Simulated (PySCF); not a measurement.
# SMILES COC=C=C=CC(C)=O, C$_{7}$H$_{8}$O$_{2}$

Molfile (atoms numbered from 1):
```
C7H8O2
     RDKit          3D

 17 16  0  0  0  0  0  0  0  0999 V2000
    3.2760    0.9951    1.4184 C   0  0  0  0  0  0  0  0  0  0  0  0
    1.9760    0.7571    0.9320 O   0  0  0  0  0  0  0  0  0  0  0  0
    1.7951   -0.3864    0.2436 C   0  0  0  0  0  0  0  0  0  0  0  0
    0.6209   -0.7250   -0.2634 C   0  0  0  0  0  0  0  0  0  0  0  0
   -0.4890   -1.0453   -0.7433 C   0  0  0  0  0  0  0  0  0  0  0  0
   -1.6724   -1.3595   -1.2399 C   0  0  0  0  0  0  0  0  0  0  0  0
   -2.8557   -0.5118   -1.0886 C   0  0  0  0  0  0  0  0  0  0  0  0
   -2.6462    0.7689   -0.3155 C   0  0  0  0  0  0  0  0  0  0  0  0
   -3.9298   -0.8266   -1.5577 O   0  0  0  0  0  0  0  0  0  0  0  0
    3.2361    1.9493    1.9405 H   0  0  0  0  0  0  0  0  0  0  0  0
    3.5886    0.2117    2.1164 H   0  0  0  0  0  0  0  0  0  0  0  0
    4.0007    1.0585    0.6002 H   0  0  0  0  0  0  0  0  0  0  0  0
    2.6606   -1.0331    0.1163 H   0  0  0  0  0  0  0  0  0  0  0  0
   -1.8076   -2.2796   -1.7911 H   0  0  0  0  0  0  0  0  0  0  0  0
   -2.2955    0.5393    0.6882 H   0  0  0  0  0  0  0  0  0  0  0  0
   -1.8860    1.3736   -0.8050 H   0  0  0  0  0  0  0  0  0  0  0  0
   -3.5788    1.3241   -0.2610 H   0  0  0  0  0  0  0  0  0  0  0  0
  1  2  1  0
  2  3  1  0
  3  4  2  0
  4  5  2  0
  5  6  2  0
  6  7  1  0
  7  8  1  0
  7  9  2  0
  1 10  1  0
  1 11  1  0
  1 12  1  0
  3 13  1  0
  6 14  1  0
  8 15  1  0
  8 16  1  0
  8 17  1  0
M  END
```

Computed with PySCF 2.14.0, quadratic response wB97X-D/def2-SVPD first hyperpolarisability, Taylor convention, gas phase. Geometry: GFN2-xTB.

Problem. Give the tensor of the static β(0;0,0) in the axes of these coordinates.

Solution. In au, Taylor convention; rows are the first index (the induced dipole):
|  | xx | yy | zz | xy | xz | yz |
| --- | --- | --- | --- | --- | --- | --- |
| x | +287.7 | +71.6 | +14.0 | -10.0 | +101.3 | +65.2 |
| y | -10.0 | +66.1 | +57.6 | +71.6 | +65.2 | +49.5 |
| z | +101.3 | +49.5 | +13.8 | +65.2 | +14.0 | +57.6 |

Norm of βᵢ = ⅓ Σⱼ (βᵢⱼⱼ + βⱼᵢⱼ + βⱼⱼᵢ): 423.6 au, hyper-Rayleigh value 174.8 au.
